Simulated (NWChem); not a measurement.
System: BSiH5O3; SMILES OB(O)O[SiH3]

NWChem input:

```
start job
memory heap 200 mb stack 900 mb global 1100 mb
geometry units angstroms noautoz
  B      0.110092     0.977816    -0.076867
  O      0.842782     2.073437    -0.427926
  H      0.451421     2.917109    -0.193119
  O     -1.101117     1.017475     0.566616
  H     -1.440205     1.890697     0.774347
  O      0.621753    -0.242884    -0.389430
  Si     0.006636    -1.770436    -0.114765
  H     -1.304752    -1.949802    -0.805081
  H     -0.161346    -2.023255     1.346855
  H      0.994119    -2.735582    -0.672367
end
basis spherical
  * library def2-svp
end
dft
  xc kt2
  iterations 150
  mulliken
end
task dft energy
```

NWChem printed, in part:

```
             Northwest Computational Chemistry Package (NWChem) 7.3.0
             --------------------------------------------------------

 CS  symmetry detected

                             Geometry "geometry" -> ""
                             -------------------------

 Output coordinates in angstroms (scale by  1.889725989 to convert to a.u.)

  No.       Tag          Charge          X              Y              Z
 ---- ---------------- ---------- -------------- -------------- --------------
    1 B                    5.0000     0.03316246     0.95900874     0.00000000
    2 O                    8.0000     0.81370391     2.07758705     0.00000000
    3 H                    1.0000     0.33432259     2.90841361     0.00000000
    4 O                    8.0000    -1.33894157     0.95998680     0.00000000
    5 H                    1.0000    -1.76031342     1.82201553     0.00000000
    6 O                    8.0000     0.66583435    -0.24487139     0.00000000
    7 Si                  14.0000     0.03708542    -1.79144814     0.00000000
    8 H                    1.0000    -0.79064907    -2.03105675    -1.21897440
    9 H                    1.0000    -0.79064907    -2.03105675     1.21897440
   10 H                    1.0000     1.19750721    -2.72470518     0.00000000

 Effective nuclear repulsion energy (a.u.)     223.4857937066

      Symmetry information
      --------------------

 Group name             Cs
 Group number              2
 Group order               2
 No. of unique centers     9

                                 NWChem DFT Module
                                 -----------------

 Summary of "ao basis" -> "ao basis" (spherical)
 ------------------------------------------------------------------------------
       Tag                 Description            Shells   Functions and Types
 ---------------- ------------------------------  ------  ---------------------
 B                          def2-svp                 6       14   3s2p1d
 O                          def2-svp                 6       14   3s2p1d
 H                          def2-svp                 3        5   2s1p
 Si                         def2-svp                 8       18   4s3p1d

      Symmetry analysis of basis
      --------------------------

        a'         70
        a"         29

            General Information
            -------------------
          SCF calculation type: DFT
          Wavefunction type:  closed shell.
          No. of atoms     :    10
          No. of electrons :    48
           Alpha electrons :    24
            Beta electrons :    24
          Charge           :     0
          Spin multiplicity:     1
          Use of symmetry is: on ; symmetry adaption is: on
          Maximum number of iterations: 150
          AO basis - number of functions:    99
                     number of shells:    47
          Convergence on energy requested:  1.00D-06
          Convergence on density requested:  1.00D-05
          Convergence on gradient requested:  5.00D-04

              XC Information
              --------------
                          KT2 Method XC Functional
                        Slater Exchange Functional  1.072 local
                           KT1 gradient correction  1.000 non-local
            Perdew 1991 LDA Correlation Functional  0.577 local

             Grid Information
             ----------------
          Grid used for XC integration:  medium
          Radial quadrature: Mura-Knowles
          Angular quadrature: Lebedev.
          Tag              B.-S. Rad. Rad. Pts. Rad. Cut. Ang. Pts.
          ---              ---------- --------- --------- ---------
          B                   0.85       49          11.0       434
          O                   0.60       49          12.0       434
          H                   0.35       45          13.0       434
          Si                  1.10       88          12.0       590
          Grid pruning is: on
          Number of quadrature shells:   464
          Spatial weights used:  Erf1

      Superposition of Atomic Density Guess
      -------------------------------------

 Sum of atomic energies:        -539.81239565

      Non-variational initial energy
      ------------------------------

 Total energy =    -541.725641
 1-e energy   =   -1188.286668
 2-e energy   =     423.075233
 HOMO         =      -0.399846
 LUMO         =       0.036893

      Symmetry analysis of molecular orbitals - initial
      -------------------------------------------------

  Numbering of irreducible representations:

     1 a'          2 a"

  Orbital symmetries:

     1 a'          2 a'          3 a'          4 a'          5 a'
     6 a'          7 a'          8 a'          9 a"         10 a'
    11 a'         12 a'         13 a'         14 a'         15 a'
    16 a'         17 a'         18 a"         19 a'         20 a"
    21 a'         22 a"         23 a'         24 a"         25 a'
    26 a'         27 a"         28 a'         29 a'         30 a"
    31 a'         32 a'         33 a'         34 a'

     ---------------------------------------------
      Total Density - Mulliken Population Analysis
     ---------------------------------------------

    Atom       Charge   Shell Charges
 -----------   ------   -------------------------------------------------------
    1 B    5     4.34   1.99  0.73  0.06  1.14  0.19  0.23
    2 O    8     8.53   1.99  1.10  0.56  3.09  1.78  0.01
    3 H    1     0.66   0.53  0.07  0.06
    4 O    8     8.55   1.99  1.10  0.57  3.08  1.80  0.01
    5 H    1     0.66   0.53  0.07  0.06
    6 O    8     8.73   1.99  1.10  0.61  3.13  1.89  0.01
    7 Si  14    13.26   2.00  1.99  0.96  0.26  5.94  1.02  0.91  0.19
    8 H    1     1.09   0.70  0.38  0.01
    9 H    1     1.09   0.70  0.38  0.01
   10 H    1     1.10   0.70  0.38  0.01

   convergence    iter        energy       DeltaE   RMS-Dens  Diis-err
 ---------------- ----- ----------------- --------- --------- ---------
 d= 0,ls=0.0,diis     1   -549.0136124297 -7.72D+02  1.61D-02  8.52D-01
 d= 0,ls=0.0,diis     2   -548.9081874385  1.05D-01  8.98D-03  2.25D+00
 d= 0,ls=0.0,diis     3   -549.1285239035 -2.20D-01  2.22D-03  5.37D-02
 d= 0,ls=0.0,diis     4   -549.1308997232 -2.38D-03  9.84D-04  3.07D-02
 d= 0,ls=0.0,diis     5   -549.1338119009 -2.91D-03  2.01D-04  1.14D-03
  Resetting Diis
 d= 0,ls=0.0,diis     6   -549.1339228612 -1.11D-04  4.17D-05  1.36D-05
 d= 0,ls=0.0,diis     7   -549.1339247832 -1.92D-06  2.00D-05  1.46D-06
 d= 0,ls=0.0,diis     8   -549.1339244145  3.69D-07  1.24D-05  5.19D-06
 d= 0,ls=0.0,diis     9   -549.1339249385 -5.24D-07  1.84D-06  6.09D-08

         Total DFT energy =     -549.133924938517
      One electron energy =    -1193.671521474271
           Coulomb energy =      480.158899598595
    Exchange-Corr. energy =      -59.107096769458
 Nuclear repulsion energy =      223.485793706617

 Numeric. integr. density =       48.000005719117

                  Occupations of the irreducible representations
                  ----------------------------------------------

                     irrep           alpha         beta
                     --------     --------     --------
                     a'               19.0         19.0
                     a"                5.0          5.0

                       DFT Final Molecular Orbital Analysis
                       ------------------------------------

 Vector   22  Occ=2.000000D+00  E=-2.793279D-01  Symmetry=a"
              MO Center= -3.9D-01,  1.4D+00,  1.6D-12, r^2= 2.1D+00
   Bfn.  Coefficient  Atom+Function         Bfn.  Coefficient  Atom+Function
  ----- ------------  ---------------      ----- ------------  ---------------
    39      0.483922   4 O  pz               20     -0.418517   2 O  pz
    42      0.360597   4 O  pz               23     -0.308100   2 O  pz
    58     -0.089194   6 O  pz               61     -0.067342   6 O  pz
    13      0.041208   1 B  d  1             86     -0.030668   8 H  s
    91      0.030668   9 H  s

 Vector   23  Occ=2.000000D+00  E=-2.754873D-01  Symmetry=a'
              MO Center=  4.2D-01, -1.3D+00, -1.9D-12, r^2= 3.0D+00
   Bfn.  Coefficient  Atom+Function         Bfn.  Coefficient  Atom+Function
  ----- ------------  ---------------      ----- ------------  ---------------
    56      0.415525   6 O  px               95     -0.284300  10 H  s
    59      0.282784   6 O  px               74     -0.202842   7 Si px
    96     -0.203011  10 H  s                85      0.174055   8 H  s
    90      0.174055   9 H  s                71      0.110027   7 Si px
    77     -0.105071   7 Si px               70      0.098911   7 Si s

 Vector   24  Occ=2.000000D+00  E=-2.639936D-01  Symmetry=a"
              MO Center=  1.2D-01, -5.3D-01, -9.4D-15, r^2= 3.7D+00
   Bfn.  Coefficient  Atom+Function         Bfn.  Coefficient  Atom+Function
  ----- ------------  ---------------      ----- ------------  ---------------
    58      0.440964   6 O  pz               61      0.326729   6 O  pz
    20     -0.257791   2 O  pz               85      0.226855   8 H  s
    90     -0.226855   9 H  s                23     -0.190607   2 O  pz
    86      0.182046   8 H  s                91     -0.182046   9 H  s
    76     -0.147451   7 Si pz               39     -0.103256   4 O  pz

 Vector   25  Occ=0.000000D+00  E=-1.506349D-02  Symmetry=a'
              MO Center= -4.1D-01,  5.8D-01, -2.2D-15, r^2= 7.3D+00
   Bfn.  Coefficient  Atom+Function         Bfn.  Coefficient  Atom+Function
  ----- ------------  ---------------      ----- ------------  ---------------
    78      0.671397   7 Si py               49      0.543831   5 H  s
    30      0.488343   3 H  s                55     -0.464294   6 O  s
    36     -0.430721   4 O  s                17     -0.421090   2 O  s
     3      0.306440   1 B  s                96      0.184831  10 H  s
    77      0.178468   7 Si px               75      0.155351   7 Si py

 Vector   26  Occ=0.000000D+00  E= 1.739116D-02  Symmetry=a'
              MO Center= -3.4D-01, -8.8D-02, -1.0D-14, r^2= 8.6D+00
   Bfn.  Coefficient  Atom+Function         Bfn.  Coefficient  Atom+Function
  ----- ------------  ---------------      ----- ------------  ---------------
    78      0.869735   7 Si py               30     -0.620473   3 H  s
    49     -0.614382   5 H  s                77      0.441519   7 Si px
    55     -0.364319   6 O  s                86      0.318081   8 H  s
    91      0.318081   9 H  s                36      0.288956   4 O  s
    17      0.279129   2 O  s                60      0.197673   6 O  py

 Vector   27  Occ=0.000000D+00  E= 3.853634D-02  Symmetry=a"
              MO Center=  4.3D-02, -3.8D-01,  3.7D-14, r^2= 4.9D+00
   Bfn.  Coefficient  Atom+Function         Bfn.  Coefficient  Atom+Function
  ----- ------------  ---------------      ----- ------------  ---------------
    79      1.036895   7 Si pz               86      0.739012   8 H  s
    91     -0.739012   9 H  s                 9     -0.493330   1 B  pz
     6      0.465014   1 B  pz               23      0.223305   2 O  pz
    20      0.215248   2 O  pz               76      0.213132   7 Si pz
    39      0.210524   4 O  pz               42      0.206277   4 O  pz

     ---------------------------------------------
      Total Density - Mulliken Population Analysis
     ---------------------------------------------

    Atom       Charge   Shell Charges
 -----------   ------   -------------------------------------------------------
    1 B    5     5.04   2.00  0.76  0.02  1.60  0.40  0.26
    2 O    8     8.10   1.99  1.13  0.49  2.90  1.57  0.01
    3 H    1     0.84   0.71  0.06  0.07
    4 O    8     8.14   1.99  1.13  0.51  2.90  1.61  0.01
    5 H    1     0.84   0.70  0.06  0.07
    6 O    8     8.28   1.99  1.12  0.55  2.92  1.69  0.01
    7 Si  14    13.55   2.00  1.99  1.05  0.18  5.94  1.25  0.88  0.26
    8 H    1     1.07   0.74  0.32  0.01
    9 H    1     1.07   0.74  0.32  0.01
   10 H    1     1.07   0.74  0.31  0.01

     -------------------------------------------
      Total Density - Lowdin Population Analysis
     -------------------------------------------

    Atom       Charge   Shell Charges
 -----------   ------   -------------------------------------------------------
    1 B    5     5.29   1.96  0.46  0.18  1.43  0.66  0.59
    2 O    8     7.98   1.98  0.87  0.54  2.71  1.87  0.02
    3 H    1     0.91   0.56  0.16  0.18
    4 O    8     8.00   1.98  0.87  0.54  2.71  1.89  0.02
    5 H    1     0.91   0.56  0.16  0.18
    6 O    8     8.12   1.98  0.89  0.55  2.74  1.94  0.01
    7 Si  14    13.53   2.00  1.94  0.66  0.34  5.83  1.27  1.09  0.40
    8 H    1     1.09   0.65  0.42  0.02
    9 H    1     1.09   0.65  0.42  0.02
   10 H    1     1.09   0.65  0.42  0.02

     Multipole analysis of the density
     ---------------------------------

     L   x y z        total         alpha         beta         nuclear
     -   - - -        -----         -----         ----         -------
     0   0 0 0     -0.000000    -24.000000    -24.000000     48.000000

     1   1 0 0     -0.773043     -0.386522     -0.386522      0.000000
     1   0 1 0      0.893491      0.446745      0.446745      0.000000
     1   0 0 1      0.000000      0.000000      0.000000      0.000000

     2   2 0 0    -28.897619    -66.417107    -66.417107    103.936596
     2   1 1 0     -3.765554      0.117322      0.117322     -4.000197
     2   1 0 1      0.000000      0.000000      0.000000      0.000000
     2   0 2 0    -19.299805   -222.779498   -222.779498    426.259190
     2   0 1 1      0.000000      0.000000      0.000000      0.000000
     2   0 0 2    -27.491572    -19.052025    -19.052025     10.612479
```

Level: KT2/def2-SVP. All runs use the structure optimised with PBE0/def2-SVP.
